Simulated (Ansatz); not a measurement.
One change: `CO[CH2][GaH][OH]` becomes `COCC#N`.

Ansatz, PBE0-D4/def2-TZVP geometries, multiplicity 1. Each molecule was computed in one conformer, which needn't be the lowest.

Scalar relativity is left out up to krypton.

```tsv
property	`CO[CH2][GaH][OH]`
size of the dipole moment (B3LYP/def2-TZVPP) / D	1.27
HOMO–LUMO gap (PBE/def2-TZVPP) / eV	3.85
HOMO energy (PBE/def2-TZVPP) / eV	-5.49
LUMO energy (PBE/def2-TZVPP) / eV	-1.64
LUMO energy (B3LYP/def2-TZVPP) / eV	-1.14
HOMO energy (B3LYP/def2-TZVPP) / eV	-6.67
```

**Question.** Give the same properties after the change, and the shifts. (An estimate is asked.)

**Answer.** The calculation gave: 
```
                                        property  `COCC#N`  shift
size of the dipole moment (B3LYP/def2-TZVPP) / D      3.23   1.96
             HOMO–LUMO gap (PBE/def2-TZVPP) / eV      5.79   1.94
               HOMO energy (PBE/def2-TZVPP) / eV     -6.83  -1.34
               LUMO energy (PBE/def2-TZVPP) / eV     -1.04   0.60
             LUMO energy (B3LYP/def2-TZVPP) / eV     -0.22   0.92
             HOMO energy (B3LYP/def2-TZVPP) / eV     -8.24  -1.57
```

With PBE0 the HOMO falls by 1.63 eV and the LUMO rises by 0.92 eV, so the gap widens by about 2.55 eV. PBE moves the HOMO by -1.34 eV and ωB97M-V by -1.78 eV. Dipoles are sizes alone; their direction can turn.

B3LYP here is the variant with VWN-RPA as its local correlation; programs differ in this.
